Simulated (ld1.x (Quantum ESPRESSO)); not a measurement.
## gold, ultrasoft: configuration errors across variants

ld1.x (Quantum ESPRESSO) 7.5 input, shortened:

```
&input
   title='Au', zed=79., rel=1, dft='PZ', iswitch=3,
   config='[Xe] 4f14 5d10 5f-2 6s0 6p1'
 /
 &inputp
   pseudotype=3, tm=.true., lloc=-2, rcloc=1.15,
   nlcc=.true.
 /
8
5S  1  0   2.00   0.00  1.20  1.40  0.0
6S  2  0   0.00   0.00  1.20  1.40  0.0
5P  2  1   6.00   0.00  1.40  1.50  0.0
6P  3  1   1.00   0.00  1.40  1.50  0.0
5D  3  2  10.00   0.00  1.55  1.85  0.0
5D  3  2   0.00   1.40  1.55  1.85  0.0
5F  4  3  -2.00  -0.10  1.35  1.70  0.0
5F  4  3  -2.00   0.70  1.35  1.70  0.0
 &test
   configts(1)='5s2 5p6 5d10 6s0 6p1'
 /
```

All-electron excitation energies from the reference (eV): (1) 5s2 5p6 5d10 6s1 6p0 -5.398; (2) 5s2 5p6 5d10 6s0 6p0 4.376; (3) 5s2 5p6 5d9 6s0 6p0 25.877; (4) 5s2 5p5 5d10 6s1 6p0 61.002.

The overlap operator is not positive definite (basis up to 400 Ry) in “all radii but the core radius scaled by about 0.91 (s 1.26, p 1.36, d 1.68, f 1.54 bohr, rcut 1.08/1.26/1.40/1.22); local potential all-electron potential smoothed inside 1.04 bohr (lloc = -2)”, “all radii but the core radius scaled by about 1.07 (s 1.50, p 1.60, d 1.98, f 1.82 bohr, rcut 1.28/1.50/1.66/1.44); local potential all-electron potential smoothed inside 1.22 bohr (lloc = -2)”, “all radii but the core radius scaled by about 1.24 (s 1.74, p 1.86, d 2.30, f 2.12 bohr, rcut 1.50/1.74/1.94/1.68); local potential all-electron potential smoothed inside 1.44 bohr (lloc = -2)”. Such files are unfit for use, however small their errors in these radial tests.

2 further variants failed, have other tests or too few solved ones, and are left out.

A true bound ghost makes a file unfit for plane-wave use even where its test errors are small: the radial tests pick states by their node count and pass the ghost by.

The file “base” misses its own reference levels by 0.7 eV. The file “all radii but the core radius scaled by about 0.91 (s 1.26, p 1.36, d 1.68, f 1.54 bohr, rcut 1.08/1.26/1.40/1.22); local potential all-electron potential smoothed inside 1.04 bohr (lloc = -2)” misses its own reference levels by 0.7 eV. The file “all radii but the core radius scaled by about 1.07 (s 1.50, p 1.60, d 1.98, f 1.82 bohr, rcut 1.28/1.50/1.66/1.44); local potential all-electron potential smoothed inside 1.22 bohr (lloc = -2)” misses its own reference levels by 0.8 eV. The file “all radii but the core radius scaled by about 1.24 (s 1.74, p 1.86, d 2.30, f 2.12 bohr, rcut 1.50/1.74/1.94/1.68); local potential all-electron potential smoothed inside 1.44 bohr (lloc = -2)” misses its own reference levels by 11.1 eV.

Errors AE − PS in meV (a dash: test not solved or not reliable):

```tsv
change	(1)	(2)	(3)	(4)	bound ghosts
base	-6785	+579	+581	-14976	not determined
all radii but the core radius scaled by about 0.84 (s 1.18, p 1.26, d 1.56, f 1.44 bohr, rcut 1.02/1.18/1.32/1.14); local potential all-electron potential smoothed inside 0.98 bohr (lloc = -2)	-1277	-13	-16	-1914	not determined
all radii but the core radius scaled by about 0.91 (s 1.26, p 1.36, d 1.68, f 1.54 bohr, rcut 1.08/1.26/1.40/1.22); local potential all-electron potential smoothed inside 1.04 bohr (lloc = -2)	-1291	+500	+489	–	not determined (overlap not positive)
all radii but the core radius scaled by about 1.07 (s 1.50, p 1.60, d 1.98, f 1.82 bohr, rcut 1.28/1.50/1.66/1.44); local potential all-electron potential smoothed inside 1.22 bohr (lloc = -2)	-1825	+694	+637	-3317	not determined (overlap not positive)
all radii but the core radius scaled by about 1.24 (s 1.74, p 1.86, d 2.30, f 2.12 bohr, rcut 1.50/1.74/1.94/1.68); local potential all-electron potential smoothed inside 1.44 bohr (lloc = -2)	-1575	+479	+4933	+5646	not determined (overlap not positive)
```

(1) Give the same row for: all radii but the core radius scaled by about 0.74 (s 1.04, p 1.10, d 1.36, f 1.26 bohr, rcut 0.88/1.04/1.14/1.00); local potential all-electron potential smoothed inside 0.86 bohr (lloc = -2).

Answers

(1) +1.2, -1.8, -5.1, -96; bound ghosts: f.
